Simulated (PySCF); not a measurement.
## Dipole moment and polarisability of Ge(OAc)2H2

Compound: Ge(OAc)2H2, C4H8GeO4.
Cartesian coordinates in Å at the PBE0-D3(BJ)/def2-SVP level; atoms count from 1:
```
atom  x, y, z in Å
Ge1   -0.729   -0.002   -0.507
O2    -0.452   -0.025    1.319
C3    -1.634   -0.048    1.909
C4    -1.587   -0.066    3.404
O5    -2.653   -0.051    1.243
H6    -2.601   -0.118    3.812
H7    -1.078    0.840    3.764
H8    -0.991   -0.926    3.743
O9     1.082    0.023   -0.868
C10    1.241    0.047   -2.179
C11    2.667    0.069   -2.633
O12    0.275    0.047   -2.918
H13    2.713    0.118   -3.726
H14    3.179   -0.834   -2.270
H15    3.182    0.933   -2.188
H16   -1.336    1.334   -0.904
H17   -1.304   -1.341   -0.942
```

Level: CAM-B3LYP/def2-SVPD (PySCF), static field, nuclei fixed, core orbitals frozen in the response. The polarisability tensor in these axes (au):

```
x    94.01   0.45 -12.77
y     0.45  68.88  -0.60
z   -12.77  -0.60 103.22
```

Q: Give the principal values, the mean and the anisotropy Δα = √{½[(α1 − α2)² + (α2 − α3)² + (α1 − α3)²]}.

A: Principal values 68.87, 85.04 and 112.20 au; mean 88.71 au = 13.14 Å³ = 14.63 × 10⁻⁴⁰ C²·m²/J; Δα = 37.93 au (43 % of the mean).

Q: What is the dipole moment, and where does it point?

A: (2.18, 0.01, 1.58) D, 2.69 D in size, pointing from the negative to the positive side. Measured along this direction, the outermost atoms are H17 and H16 at the negative end and H8, H7 and H15 at the positive end.

Q: What molar refraction does this α imply?

A: Lorentz–Lorenz: R = (4π/3)N_A α = 2.5225 cm³/(mol·Å³) × 13.14 Å³ = 33.2 cm³/mol, in the limit of long wavelengths.

Q: Find the Langevin capture rate constant for H3O+ (19.018 u) meeting this molecule (193.963 u), k = 2.342 × 10⁻⁹ cm³/s × √(α in Å³ / reduced mass in u).

A: The reduced mass is 17.32 u, so k = 2.04 × 10⁻⁹ cm³/s. The formula leaves out the permanent dipole, which adds to the capture rate.

Q: Give the eigenvalues of the traceless quadrupole moment Θ = ½Σq(3rr − r²1), origin at the centre of nuclear charge.

A: -9.68, 1.21, 8.47 D·Å. The values depend on the origin, since the dipole doesn't vanish. The electronic extent ⟨r²⟩ about the same centre is 2062 bohr², a root-mean-square distance of 2.45 Å for the 96 electrons.

The structure is a single PBE0-D3(BJ)/def2-SVP conformer in the gas phase; no vibrational or solvent corrections. The calculation is non-relativistic, for germanium too.

The run behind these numbers computed excited states as well. On an Intel Xeon Platinum 8259CL at 2.50 GHz with 2 threads, no GPU, shared host with 96 logical CPUs at a one-minute load of 48, this took 1.7 min wall, 3.7 min CPU (grids of density and orbitals included) and 1.8 GiB of memory at its peak.
